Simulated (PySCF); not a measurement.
Job for PySCF: R-M06-2X/def2-TZVPP on CH4GeO (SMILES [CH3][Ge][OH]), a point of a torsion scan.

```python
from pyscf import gto, dft

mol = gto.M(
    atom='''
    C    -0.93603239   -0.04354555    0.00833871
    Ge    0.70584747    1.19827364   -0.06944990
    O     0.00513347    2.55197165   -0.96090832
    H    -0.71435458   -0.99193046   -0.48301493
    H    -1.82311507    0.38007607   -0.46267298
    H    -1.18429747   -0.27802619    1.04428992
    H    -0.89643804    2.59625798   -1.27483678
    ''',
    basis='def2-tzvpp',
    charge=0, spin=0, verbose=4, max_memory=1800)
mf = dft.RKS(mol, xc='m062x').density_fit(auxbasis='def2-universal-jkfit')
mf.grids.level = 4
mf.conv_tol = 1e-9
mf.max_cycle = 150
mf.kernel()
mf.dip_moment()
```

Program output:

```
PySCF version 2.14.0

[INPUT] verbose = 4
[INPUT] num. atoms = 7
[INPUT] num. electrons = 50
[INPUT] charge = 0
[INPUT] spin (= nelec alpha-beta = 2S) = 0
[INPUT] symmetry False subgroup None
[INPUT] Mole.unit = angstrom
[INPUT] Symbol           X                Y                Z      unit          X                Y                Z       unit  Magmom
[INPUT]  1 C     -0.936032390000  -0.043545550000   0.008338710000 AA   -1.768844860822  -0.082289163444   0.015757878132 Bohr   0.0
[INPUT]  2 Ge     0.705847470000   1.198273640000  -0.069449900000 AA    1.333858404017   2.264409001886  -0.131241290378 Bohr   0.0
[INPUT]  3 O      0.005133470000   2.551971650000  -0.960908320000 AA    0.009700852369   4.822527496154  -1.815853555616 Bohr   0.0
[INPUT]  4 H     -0.714354580000  -0.991930460000  -0.483014930000 AA   -1.349934512029  -1.874476904014  -0.912765931776 Bohr   0.0
[INPUT]  5 H     -1.823115070000   0.380076070000  -0.462672980000 AA   -3.445188175867   0.718239678801  -0.874325217436 Bohr   0.0
[INPUT]  6 H     -1.184297470000  -0.278026190000   1.044289920000 AA   -2.237997868315  -0.525393354556   1.973421943444 Bohr   0.0
[INPUT]  7 H     -0.896438040000   2.596257980000  -1.274836780000 AA   -1.694022383242   4.906216530917  -2.409092367722 Bohr   0.0

nuclear repulsion = 180.184703921313
number of shells = 62
number of NR pGTOs = 256
number of NR cGTOs = 166
basis = def2-tzvpp
ecp = {}


******** <class 'pyscf.df.df_jk.DFRKS'> ********
method = DFRKS
initial guess = minao
damping factor = 0
level_shift factor = 0
DIIS = <class 'pyscf.scf.diis.CDIIS'>
diis_start_cycle = 1
diis_space = 8
diis_damp = 0
SCF conv_tol = 1e-09
SCF conv_tol_grad = None
SCF max_cycles = 150
direct_scf = False
XC library pyscf.dft.libxc version 7.1.2
    S. Lehtola, C. Steigemann, M. J. T. Oliveira, and M. A. L. Marques,  SoftwareX 7, 1–5 (2018)
XC functionals = m062x
    Y. Zhao and D. G. Truhlar,  Theor. Chem. Acc. 120, 215 (2008)
    Y. Zhao and D. G. Truhlar,  Theor. Chem. Acc. 120, 215 (2008)
radial grids:
    Treutler-Ahlrichs [JCP 102, 346 (1995); DOI:10.1063/1.469408] (M4) radial grids

becke partition: Becke, JCP 88, 2547 (1988); DOI:10.1063/1.454033
pruning grids: <function nwchem_prune>
grids dens level: 4
symmetrized grids: False
atomic radii adjust function: <function treutler_atomic_radii_adjust>
small_rho_cutoff = 0
Set gradient conv threshold to 3.16228e-05
Initial guess from minao.
tot grids = 149888
******** <class 'pyscf.df.df.DF'> ********
auxbasis = def2-universal-jkfit
init E= -2192.07346481353
  HOMO = -0.237648548593128  LUMO = -0.0784416985341423  gap/eV = 4.33224
cycle= 1 E= -2192.6472643274  delta_E= -0.574  |g|= 0.784  |ddm|= 2.05
  HOMO = -0.239569201177924  LUMO = -0.0342667878024443  gap/eV = 5.58656
cycle= 2 E= -2192.54985484542  delta_E= 0.0974  |g|= 1.09  |ddm|= 0.99
  HOMO = -0.273502706318247  LUMO = -0.0383046728009333  gap/eV = 6.40006
cycle= 3 E= -2192.75135724254  delta_E= -0.202  |g|= 0.111  |ddm|= 0.562
  HOMO = -0.27957297488657  LUMO = -0.0359892632084637  gap/eV = 6.62825
cycle= 4 E= -2192.75340389306  delta_E= -0.00205  |g|= 0.0398  |ddm|= 0.0779
  HOMO = -0.277982798722121  LUMO = -0.0354985700287926  gap/eV = 6.59833
cycle= 5 E= -2192.75369751751  delta_E= -0.000294  |g|= 0.0054  |ddm|= 0.0384
  HOMO = -0.27792739746873  LUMO = -0.0352307049268035  gap/eV = 6.60411
cycle= 6 E= -2192.75370549663  delta_E= -7.98e-06  |g|= 0.00143  |ddm|= 0.00854
  HOMO = -0.277844956640777  LUMO = -0.0352824130922045  gap/eV = 6.60046
cycle= 7 E= -2192.75370612037  delta_E= -6.24e-07  |g|= 0.000522  |ddm|= 0.00283
  HOMO = -0.277890373598275  LUMO = -0.0353095779413337  gap/eV = 6.60096
cycle= 8 E= -2192.75370618179  delta_E= -6.14e-08  |g|= 0.000137  |ddm|= 0.000827
  HOMO = -0.277876082912634  LUMO = -0.0353001305345941  gap/eV = 6.60083
cycle= 9 E= -2192.75370618945  delta_E= -7.66e-09  |g|= 2.58e-05  |ddm|= 0.000365
  HOMO = -0.277877819387534  LUMO = -0.0353022070029212  gap/eV = 6.60082
cycle= 10 E= -2192.75370618983  delta_E= -3.8e-10  |g|= 4.64e-06  |ddm|= 7.09e-05
  HOMO = -0.277877255090502  LUMO = -0.0353019186588952  gap/eV = 6.60081
Extra cycle  E= -2192.75370618984  delta_E= -1e-11  |g|= 2.07e-06  |ddm|= 1.19e-05
converged SCF energy = -2192.75370618984
Dipole moment(X, Y, Z, Debye): -1.26861, -0.92788,  0.04336
```

The calculation finished and met its thresholds.

Cost: roughly 40 core-seconds.
